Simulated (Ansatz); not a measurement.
The cluster PbSe2⁺, relaxed as a doublet with UKS r2SCAN-D4/def2-TZVP in Ansatz, starting from the GFN1-xTB geometry. Force threshold 0.02 eV/Å.

In the def2 sets Pb takes a core potential; there is no spin–orbit coupling. The relaxation made no stability test and no search for a lower SCF solution. The structure comes from a short search, and lower isomers may exist.

Start:

Cartesian coordinates in Å:
```
Pb -0.890 -0.489 1.270
Se -0.515 0.468 -1.220
Se 1.405 0.021 -0.050
```

```csv
step,energy (eV),largest force component (eV/Å),SCF passes
1,-135944.5751,0.298,20
2,-135944.5751,0.275,25
3,-135944.5805,0.010,27
```

Force components are those of the run's own axes.

End:

```xyz
3

Pb   -0.8999   -0.4950    1.2858
Se   -0.5097    0.4709   -1.2284
Se    1.4095    0.0241   -0.0574
```

By distances, no bond broke or formed. The bond that changes most is Pb1–Se2, from 2.69 to 2.72 Å (atoms count from 1).

No frequencies were taken in this run, so the end may be a saddle point.

Run time 8.5 s (4 threads of Arm Neoverse V2 on a shared host).
